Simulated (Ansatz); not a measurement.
**SiF3 (SMILES F[Si](F)F): methods side by side**

SiF3 has 4 atoms, charge 0, and is taken as a doublet. SMILES: `F[Si](F)F`. The coordinates come from a PBE0-D4/def2-TZVP relaxation.

```xyz
4

F     0.7849   -0.5070    1.1517
Si   -0.2828    0.2131    0.2343
F    -0.9943   -0.8922   -0.6443
F     0.4922    1.1862   -0.7416
```

Quantity: the energy change with the F1–Si2 bond stretched from 1.581 to 1.976 Å, in eV. The values are calculated.

```tsv
level	kind	program	value (eV)	less FCI/STO-3G	CPU time (all runs)
UHF/STO-3G	Hartree–Fock	Ansatz	1.25	+0.40	0.56 s
USVWN5/STO-3G	LDA	Ansatz	0.85	0.00	2.1 s
UPBE/STO-3G	GGA	Ansatz	0.63	-0.22	3.7 s
U-r2SCAN0/STO-3G	hybrid meta-GGA	Ansatz	1.04	+0.19	10 s
U-wB97M-V/STO-3G	range-separated hybrid	Ansatz	1.01	+0.16	40 s
UB2PLYP/STO-3G	double hybrid	Ansatz	1.01	+0.16	5.6 s
RPA@PBE/STO-3G	RPA	Ansatz	0.60	-0.25	5 s
UCCSD/STO-3G	coupled cluster or CI	Ansatz	0.90	+0.05	1.4 s
UCCSDT/STO-3G	coupled cluster or CI	Ansatz	0.85	0.00	4.5 s
FCI/STO-3G	exact in the basis	Ansatz	0.85	0.00	12 s
```

FCI/STO-3G is exact within its basis and frozen core, so for wave-function methods in that basis the difference is their error; functionals converge differently with the basis, so for them it is only a difference. The first shape isn't each level's own minimum. The values span 0.60 to 1.25 eV. Spin contamination of the reference (⟨S²⟩ at least 0.1 too high) touches UHF/STO-3G, UCCSD/STO-3G, UCCSDT/STO-3G. All rows use very small basis sets, so even the best lies far from the true value. Times are those of the runs behind each value, whatever else they computed, on shared processors of several kinds: orders of magnitude only.
